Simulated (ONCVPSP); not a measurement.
# Logarithmic derivatives: erbium, ONCV

ONCVPSP 4.0.1 input, shortened (lines: element, Z, core and valence counts, functional; n l f; lmax; l rc ep ncon nbas qcut; lloc lpopt rc5 dvloc0; l nproj debl; icmod fcfact rcfact), PBEsol, fully relativistic:

```
  Er 68.00    9    5  -116133      upf
    1    0    2.00
    2    0    2.00
    2    1    6.00
    3    0    2.00
    3    1    6.00
    3    2   10.00
    4    0    2.00
    4    1    6.00
    4    2   10.00
    4    3   12.00
    5    0    2.00
    5    1    6.00
    5    2    1.00
    6    0    1.00
    3
    0    2.00    0.00    4    7    5.10
    1    1.85    0.00    4    8    8.80
    2    3.15    0.00    3    8    5.40
    3    1.00    0.00    4    9   20.40
    4    1    0.90    0.00
    0    2    0.60
    1    1    3.50
    2    2    3.30
    3    2    1.30
    3    1.75    1.10
```

Open shells are filled in proportion to 2j + 1.

The phase is arctan(r·R′/R) of the radial function R(r), unwrapped; energies in Ha, scanned from -3 to 5 Ha. A pole is an energy at which the radial function vanishes at the test radius. The pseudo phase is shifted by a multiple of π to meet the all-electron one at the reference energy, and phase errors are pseudo minus all-electron; the curves can meet again beyond the range given. Levels narrower than the energy grid can be missing from the lists of poles. Where the grid stepped over a known ghost or core level, its pole and its step of π were put in at the level’s energy.

**Question.** For each channel, where are the poles, and over which energies does the pseudopotential scatter like the atom?

**Answer.**

```json
{"channel": "s", "radius (bohr)": "2.03", "reference energy (Ha)": "-0.14", "poles, all-electron": "-1.57, 4.75", "poles, pseudo": "-2.06, -1.57, 4.71", "unbroken range about the reference energy with phases within 0.05 rad": "above -2.0", "phase error 1 Ha above the reference energy (rad)": "+0.002"}
{"channel": "p3/2", "radius (bohr)": "1.87", "reference energy (Ha)": "-0.90", "poles, all-electron": "0.09", "poles, pseudo": "0.01, 1.19", "unbroken range about the reference energy with phases within 0.05 rad": "below 0.4", "phase error 1 Ha above the reference energy (rad)": "-0.019"}
{"channel": "p1/2", "radius (bohr)": "1.87", "reference energy (Ha)": "-1.09", "poles, all-electron": "-0.32", "poles, pseudo": "-0.34, 1.85", "unbroken range about the reference energy with phases within 0.05 rad": "below 0.5", "phase error 1 Ha above the reference energy (rad)": "-0.012"}
{"channel": "d5/2", "radius (bohr)": "3.19", "reference energy (Ha)": "-0.03", "poles, all-electron": "0.28, 2.40", "poles, pseudo": "0.28, 2.38, 2.86", "unbroken range about the reference energy with phases within 0.05 rad": "below 2.8", "phase error 1 Ha above the reference energy (rad)": "+0.041"}
{"channel": "d3/2", "radius (bohr)": "3.19", "reference energy (Ha)": "-0.03", "poles, all-electron": "0.25, 2.35", "poles, pseudo": "0.25, 2.35, 4.43", "unbroken range about the reference energy with phases within 0.05 rad": "below 0.9", "phase error 1 Ha above the reference energy (rad)": "+0.067"}
{"channel": "f7/2", "radius (bohr)": "1.01", "reference energy (Ha)": "-0.08", "poles, all-electron": "1.53", "poles, pseudo": "1.53", "unbroken range about the reference energy with phases within 0.05 rad": "the whole range", "phase error 1 Ha above the reference energy (rad)": "-0.000"}
{"channel": "f5/2", "radius (bohr)": "1.01", "reference energy (Ha)": "-0.12", "poles, all-electron": "1.45", "poles, pseudo": "1.45", "unbroken range about the reference energy with phases within 0.05 rad": "the whole range", "phase error 1 Ha above the reference energy (rad)": "-0.000"}
```

Note: ghosts flagged at negative energy: s at -56.2 eV; GHOST(+) flagged for p3/2 at 21.5 eV, p1/2 at 43.5 eV, d5/2 at 76.9 eV, d3/2 at 120.8 eV. A true bound ghost makes a file unfit for plane-wave use.

Phases in the d3/2 channel:

```json
{"E (Ha)": "-2.98", "all-electron": "1.423", "pseudo": "1.423"}
{"E (Ha)": "-2.54", "all-electron": "1.409", "pseudo": "1.409"}
{"E (Ha)": "-2.10", "all-electron": "1.389", "pseudo": "1.389"}
{"E (Ha)": "-1.66", "all-electron": "1.361", "pseudo": "1.361"}
{"E (Ha)": "-1.22", "all-electron": "1.316", "pseudo": "1.316"}
{"E (Ha)": "-0.78", "all-electron": "1.222", "pseudo": "1.222"}
{"E (Ha)": "-0.34", "all-electron": "0.841", "pseudo": "0.842"}
{"E (Ha)": "0.10", "all-electron": "-1.369", "pseudo": "-1.368"}
{"E (Ha)": "0.54", "all-electron": "-1.819", "pseudo": "-1.814"}
{"E (Ha)": "0.98", "all-electron": "-3.149", "pseudo": "-3.080"}
{"E (Ha)": "1.42", "all-electron": "-4.432", "pseudo": "-4.423"}
{"E (Ha)": "1.86", "all-electron": "-4.618", "pseudo": "-4.616"}
{"E (Ha)": "2.30", "all-electron": "-4.704", "pseudo": "-4.703"}
{"E (Ha)": "2.74", "all-electron": "-4.776", "pseudo": "-4.776"}
{"E (Ha)": "3.18", "all-electron": "-4.883", "pseudo": "-4.883"}
{"E (Ha)": "3.62", "all-electron": "-5.320", "pseudo": "-5.327"}
{"E (Ha)": "4.06", "all-electron": "-7.423", "pseudo": "-7.489"}
{"E (Ha)": "4.50", "all-electron": "-7.699", "pseudo": "-8.129"}
{"E (Ha)": "4.94", "all-electron": "-7.779", "pseudo": "-10.861"}
```
